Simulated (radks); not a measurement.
Values are calculated unless marked as measured or tabulated.
Question: All-electron atom: Re45+ in [Ar] 3d10 4s2. Level of theory: Dirac Kohn-Sham, PBE, spin-unpolarised, spherical densities, point nucleus (a radial shooting solver on a logarithmic mesh with Libxc functionals). Some entries of the table are withheld. Estimate them.

orbital  occ.  eigenvalue (eV)  r(max) (bohr)
1s1/2       2              (1)        0.01123
2s1/2       2        -14637.27        0.06464
2p1/2       2        -14111.26        0.04796
2p3/2       4        -12665.05        0.05488
3s1/2       2              (2)            (3)
3p1/2       2        -4768.812            (4)
3p3/2       4        -4441.197            (5)
3d3/2       4              (6)         0.1421
3d5/2       6              (7)         0.1459
4s1/2       2        -2435.478         0.3812

Answer: 
(1) 1s1/2 eigenvalue (eV): -73843.45
(2) 3s1/2 eigenvalue (eV): -4998.299
(3) 3s1/2 r(max) (bohr): 0.1805
(4) 3p1/2 r(max) (bohr): 0.1687
(5) 3p3/2 r(max) (bohr): 0.1824
(6) 3d3/2 eigenvalue (eV): -4066.087
(7) 3d5/2 eigenvalue (eV): -3993.822
